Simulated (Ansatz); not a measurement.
The cluster Ge3Cl, relaxed as a quartet with UKS r2SCAN-D4/def2-SVP in Ansatz, starting from the r2SCAN-D4/def2-SVP geometry of the neutral doublet. Force threshold 0.02 eV/Å.

The relaxation made no stability test and no search for a lower SCF solution. At r2SCAN-D4/def2-SVP a doublet of charge 0 lies 1.11 eV below the quartet, each at its own geometry. The structure comes from a short search, and lower isomers may exist.

Start:

```xyz
4

Ge    0.941    0.733    0.621
Ge    0.694   -1.640    0.935
Ge   -1.048   -0.716   -0.444
Cl   -0.586    1.623   -1.111
```

| step | energy (eV) | largest force component (eV/Å) | SCF passes |
| --- | --- | --- | --- |
| 1 | -182049.9577 | 2.208 | 20 |
| 2 | -182050.4601 | 0.386 | 29 |
| 3 | -182050.4875 | 0.164 | 26 |
| 4 | -182050.4971 | 0.068 | 29 |
| 5 | -182050.4980 | 0.035 | 27 |
| 6 | -182050.4981 | 0.003 | 20 |

Force components are those of the run's own axes.

End:

```xyz
4

Ge    1.150    0.869    0.606
Ge    0.618   -1.568    0.978
Ge   -1.169   -0.820   -0.636
Cl   -0.599    1.519   -0.947
```

Bonds lost: Ge1–Ge3 (atoms count from 1).

No frequencies were taken in this run, so the end may be a saddle point.

Run time 15 s (4 threads of Arm Neoverse V2 on a shared host).
